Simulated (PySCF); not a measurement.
Compound: C4H7FSi.
Numbering: `[CH:1]#[C:2][CH2:3][CH2:4][SiH2:5][F:6]` (hydrogens: H7 on C1; H8, H9 on C3; H10, H11 on C4; H12, H13 on Si5)

Method used: PBE0-D3(BJ)/def2-SVP geometry optimisation, gas phase (PySCF).

Task: Give the optimised bond lengths and angles.

Result: 
| bond | length (bohr) |
| --- | --- |
| C1≡C2 | 2.289 |
| C2–C3 | 2.754 |
| C3–C4 | 2.900 |
| C4–Si5 | 3.531 |
| Si5–F6 | 3.082 |
| C1–H7 | 2.030 |
| C3–H8, C3–H9 | 2.086 |
| C4–H10, C4–H11 | 2.086 |
| Si5–H12, Si5–H13 | 2.817 |

Bonds in one row agree within 0.02 bohr and their mean is given. A selection of angles:
| angle | degrees |
| --- | --- |
| C2–C1–H7 | 179.4 |
| C1–C2–C3 | 178.6 |
| C2–C3–C4 | 113.2 |
| C2–C3–H8 | 108.9 |
| C4–C3–H8 | 109.7 |
| H8–C3–H9 | 105.7 |
| C3–C4–Si5 | 113.8 |
| C3–C4–H10 | 110.3 |
| Si5–C4–H10 | 108.3 |
| H10–C4–H11 | 105.9 |
| C4–Si5–F6 | 108.0 |
| C4–Si5–H12 | 111.4 |
| F6–Si5–H12 | 107.3 |
| H12–Si5–H13 | 110.6 |

Torsions: C2–C3–C4–Si5 -179° (antiperiplanar); C3–C4–Si5–F6 59° (synclinal). The mirror-image conformer, all signs reversed, is as good.

The 3 C–C bonds span 1.211 Å (C1≡C2, drawn triple) to 1.535 Å (C3–C4, drawn single), a spread of 0.324 Å. Si5 (fluorine-bound silicon) is tetrahedral (angles from 107.3° to 111.4°).

Point group: C1 (no symmetry element, even within 0.4 Å). Not checked by PBE0-D3(BJ)/def2-SVP frequencies. The numbers are those of one conformer.
